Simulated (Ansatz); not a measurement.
`C=C1O[SiH2]C1N`. Charge 0, multiplicity 1.

Z-matrix (Å, degrees):
```
Si
C 1 1.891
C 1 2.243 2 42.4
O 1 1.691 2 79.3 3 11.0
H 1 1.484 2 121.9 3 121.6
H 1 1.486 2 116.6 3 -99.1
N 2 1.434 1 125.5 3 122.9
H 2 1.096 1 107.3 3 -106.7
C 3 1.323 1 163.8 2 -123.6
H 7 1.012 2 111.4 1 -175.1
H 7 1.012 2 111.1 1 -55.4
H 9 1.082 3 119.6 1 117.7
H 9 1.082 3 121.4 1 -62.5
```

Problem. List the harmonic frequencies (cm⁻¹, unscaled) at PBE0-D4/def2-TZVP in Ansatz. (Best estimate.)

Solution. Computed: 95, 215, 250, 293, 398, 508, 529, 623, 652, 721, 725, 783, 799, 835, 848, 904, 947, 979, 1051, 1172, 1208, 1249, 1393, 1408, 1667, 1739, 2223, 2241, 3054, 3179, 3272, 3526, 3609.

Problem. Is this a minimum?

Solution. Yes, all 33 modes are real.

Problem. Give the ideal-gas thermochemistry at 298.15 K and 1 bar (rigid rotor, harmonic oscillator; point group C1, symmetry number 1).

Solution. Zero-point energy 257.8 kJ/mol; H(298) − E = 278.1 kJ/mol; entropy 336.7 J/(mol·K), of which translation 166.4, rotation 113.2, vibration 57.1; G(298) − E = 177.7 kJ/mol. Modes under 100 cm⁻¹ are hindered rotations or soft bends, so the harmonic entropy is rough.

Problem. Rotational constants (cm⁻¹)?

Solution. 0.1272, 0.1067, 0.06232.
